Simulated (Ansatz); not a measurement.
The same molecule with X = Al, Ga, In. Ansatz, PBE0-D4/def2-TZVP geometries, multiplicity 2.

Elements past krypton have def2 core potentials. Scalar relativity is left out up to krypton.

```csv
X,molecule,mean X–F bond length / Å,mean X–H bond length / Å,size of the dipole moment (B3LYP/def2-TZVPP) / D,size of the dipole moment (ωB97M-V/def2-TZVPP) / D,zero-point energy (PBE0-D4/def2-TZVP) / kJ/mol
Al,`[F][AlH]`•,1.656,1.607,1.62,1.68,19.0
In,`[F][InH]`•,1.970,1.779,2.98,2.96,14.8
```

(1) Give the row for X = Ga, `[F][GaH]`•. (Estimate.)

Results:

(1) Computed: 
```csv
X,molecule,mean X–F bond length / Å,mean X–H bond length / Å,size of the dipole moment (B3LYP/def2-TZVPP) / D,size of the dipole moment (ωB97M-V/def2-TZVPP) / D,zero-point energy (PBE0-D4/def2-TZVP) / kJ/mol
Ga,`[F][GaH]`•,1.767,1.610,2.23,2.23,17.3
```

From Al to In the mean X–F bond length rises at each step, by 0.314 Å in all; the mean X–H bond length rises at each step, by 0.172 Å in all; the zero-point energy (PBE0-D4/def2-TZVP) falls at each step, by 4.2 kJ/mol in all. Bonds lengthen as the atom grows down the group. Dipoles are sizes alone, and their direction can turn along the series.

B3LYP here is the variant with VWN-RPA as its local correlation; programs differ in this.
